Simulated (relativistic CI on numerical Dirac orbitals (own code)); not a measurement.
Zr III: what numerical and physical settings do to a radial Dirac CI calculation

Reference input:

```
atom Zr  Z=40  charge=2  electrons=38
nucleus A=90  rms_radius_fm=4.2694
hamiltonian dirac-coulomb  breit=on  qed=on  c_scale=1
orbitals kli  potential=per-configuration
slater_scale 1
correlation none
mixing on
grid step=0.0125 r_max=67.1
scf mixing=0.4 start=green max_iterations=150 tolerance=2e-08 node_fill=0.05
configurations
  [Kr] 4d2
  [Kr] 4d 5s
end
```

Computed lowest total energy -3593.03398 Ha, first excitation 571.8 cm⁻¹, 22 SCF steps. Runs with settings changed; * marks those that are bad on purpose (the QED terms keep the true α when c is scaled):

```
                             Changed    Outcome  Lowest level   ΔE (Ha)  First excitation (cm⁻¹)  SCF steps                          Message
       end of the grid at 46.97 bohr  converged      4d2 3F_2  1.36e-12                    571.8         22                                 
            nuclear radius 5.5502 fm  converged      4d2 3F_2    0.0267                    571.8         22                                 
                speed of light × 0.8  converged      4d2 3F_2     -33.6                    885.3         22                                 
Slater scale 0.6, speed of light × 2  converged      4d2 3F_2      42.2                    143.4         22                                 
                SCF tolerance 0.05 *  converged      4d2 3F_2  0.000496                    561.1         10                                 
        configuration list: repeat *    refused                                                           0  a configuration is listed twice
```

With so few configurations and no correlation, terms lie too far apart (by 10 to 50 % near neutrality), their order can be wrong, and levels of other configurations are missing.
